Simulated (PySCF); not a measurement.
B(F)(H)(iPr) (C₃H₈BF), SMILES CC(C)BF.

Geometry: B3LYP-D3(BJ)/def2-SVP. This is a generated structure with no PubChem entry under its InChIKey; it may be hypothetical. One conformer was computed; it need not be the lowest.

Computed with M06-2X/def2-TZVP (PySCF).

The molecule is in vacuum.

The total energy is -243.86928 hartree, the highest occupied level is -9.64 eV and the lowest empty level is 0.29 eV. The orbital gap is 9.93 eV. The dipole moment comes out as 0.265 e·Å and the quadrupole, principal values (traceless, Buckingham form, about the centre of nuclear charge) is -3.82, 0.27, 3.54 D·Å. The mean static polarisability is 50.5 bohr³ (7.48 Å³) and the polarisability, principal values comes out as 44.1, 53.0, 54.3 bohr³.
